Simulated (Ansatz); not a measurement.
`[OH][Ga]([F])[O][SiH3]` → F• + Ga• + 4 H• + 2 O• + Si•  (atomization)

Calculated with Ansatz (gas phase, PBE0-D4/def2-TZVP geometries, no zero-point term in ΔE). CCSD(T)/CBS is the MP2 limit (def2-TZVPP, def2-QZVPP) plus CCSD(T) − MP2 in def2-TZVPP, frozen cores. This one scheme is used for every species, atoms too. For atomizations the MP2-based limit and the directly extrapolated one differ by several kJ/mol either way, and by 10 to 25 for some Ge, Se and Sn compounds, so smaller differences from it don't rank the levels. DFT in def2-TZVPP. Open shells (•) are unrestricted, without spin–orbit coupling. Spin–orbit coupling would lower the free atoms: a little for F, O, Si; clearly for Ga. For Ga outer-core shells are correlated without core-valence functions, so the limit isn't a true one: a few kJ/mol of doubt a bond, and 10 to 20 or more in all where bonds break to atoms. Scalar relativity is left out up to krypton. One conformer a species, not always the lowest.

| level | ΔE (kcal/mol) |
| --- | --- |
| LDA (SPW92) | 850.4 |
| PBE-D4 | 745.0 |
| CAM-B3LYP | 740.9 |
| MP2/def2-QZVPP | 766.2 |

Q: What does CCSD(T)/CBS give? (Estimate.)

A: Ansatz gave: +750.4 kcal/mol. The listed levels differ from it by 100.0, -5.4, -9.5, 15.8 kcal/mol.

Largest T1 diagnostic among the species: 0.014.

From PBE to PBE0 (25 % exact exchange), in def2-TZVPP and without D4, ΔE moves by −16.5 kcal/mol: exact exchange takes away binding that semilocal exchange gives to molecules. At CCSD(T), def2-SVP lies −56.6 kcal/mol from the extrapolated value and def2-TZVPP −19.4 kcal/mol: correlation converges slowly with the basis, and small sets miss more of it in the bonded molecule than in its fragments.
